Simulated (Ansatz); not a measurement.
Born–Oppenheimer molecular dynamics of AlClH4OS (8 atoms, charge 0, multiplicity 1). It starts at the highest image of a converged band, a first-order saddle point between two minima.

The calculation used RKS B3LYP-D4/6-31G* in Ansatz 0.2.0.

```json
{"ensemble": "NVE (velocity Verlet)", "time step": "0.5 fs", "steps asked": "200", "starting velocities drawn for": "100 K", "seed": "7045"}
```

First frame:

```xyz
8
Properties=species:S:1:pos:R:3
Al 0.007 0.452 0.007
Cl -0.397 -0.381 2.368
O 1.618 0.040 -0.402
H 1.833 -0.787 -0.849
H -1.301 0.001 -0.741
S 0.009 2.506 1.036
H 1.356 2.537 1.156
H -0.242 1.032 2.262
```

**Question.** How far do the bonds stretch over the last three quarters of this one trajectory? (Pairs bonded in most of those frames.)

**Answer.** 
```
   bond  mean (Å)  spread (Å)  shortest  longest
Al1–Cl2     2.185       0.132      1.99     2.44
 Al1–O3     1.727       0.040      1.65     1.79
 Al1–H5     1.578       0.016      1.55     1.61
  O3–H4     0.965       0.004      0.96     0.98
  S6–H7     1.350       0.005      1.34     1.36
  S6–H8     1.364       0.061      1.27     1.46
```

Mean temperature of the second half: 735 K. The conserved energy stayed within 0.15 meV per atom of its start (net change -0.14 meV per atom), so the integration is sound. The kinetic energy rose, since the run started high on the potential surface and went downhill. It ends in pieces (AlClH2O + H2S), so much of that is their flight and rotation, not heat. A run of 0.1 ps of so small a system gives no equilibrium averages. The orbitals stay closed-shell, which can raise the energy where a bond breaks towards radicals; this wasn't checked here.

The run took 13 min on 1 thread of Arm Neoverse V1 (shared host), peak memory 0.16 GiB.
